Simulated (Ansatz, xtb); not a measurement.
# Isomers of C6H8FN in order of energy

5 gas-phase structures of C6H8FN, from a drawn sample of its isomers (lower ones may exist). Each was relaxed with GFN2-xTB; where two conformers were screened, the lower at r2SCAN-D4/def2-SVP is listed:

A. `N#C[C@@H]1CCC[C@@H]1F`, a singlet
B. `N#C[C@@H]1CCC[C@H]1F`, a singlet
C. `N#CC1(F)CCCC1`, a singlet
D. `N#C[C@@H]1CC[C@@H](F)C1`, a singlet
E. `N#C[C@@H]1CC[C@H](F)C1`, a singlet

Question: Estimate their order in r2SCAN-D4/def2-SVP energy at these geometries, lowest first.

Answer: Calculated order at r2SCAN-D4/def2-SVP: D (0.0), E (2.7), A (3.9), B (5.1), C (12.5) kJ/mol. Less than 1 kcal/mol parts D and E; E and A; A and B, so the order within those pairs means little.

Energies above the lowest of each column, in kJ/mol; the last columns are at PBE-D3(BJ)/def2-SVP geometries:

| structure | GFN2-xTB | HF/STO-3G | r2SCAN-D4/def2-SVP | PBE-D3(BJ)/def2-SVP | CCSD(T)/def2-SVP + ΔMP2/def2-TZVPP |
| --- | --- | --- | --- | --- | --- |
| D | 0.0 | 2.5 | 0.0 | 0.0 | 0.0 |
| E | 2.5 | 0.0 | 2.7 | 1.3 | 2.2 |
| A | 11.4 | 2.2 | 3.9 | 4.3 | 7.2 |
| B | 2.0 | 3.0 | 5.1 | 1.3 | 3.0 |
| C | 24.1 | 5.2 | 12.5 | 12.8 | 14.4 |

CCSD(T)/def2-SVP + ΔMP2/def2-TZVPP has B and D and E within 1 kcal/mol of each other at the bottom, and every level picks one of them. CCSD(T)/def2-SVP + ΔMP2/def2-TZVPP orders those it was run on as D (0.0), E (2.2), B (3.0), A (7.2), C (14.4) kJ/mol. Less than 1 kcal/mol parts D and E; E and B, so the order within those pairs means little. Flexible structures stand in one conformer each, not always the lowest. ΔMP2 is the change of the MP2 energy from the smaller to the larger basis.

Over these structures GFN2-xTB departs from r2SCAN-D4/def2-SVP by 5.1 kJ/mol on average once a common shift is removed. A GFN2-xTB relaxation took about 0.2 s and the r2SCAN-D4/def2-SVP energy about 4.2 s on a shared host (Ansatz 0.2.0, xtb 6.7.1).
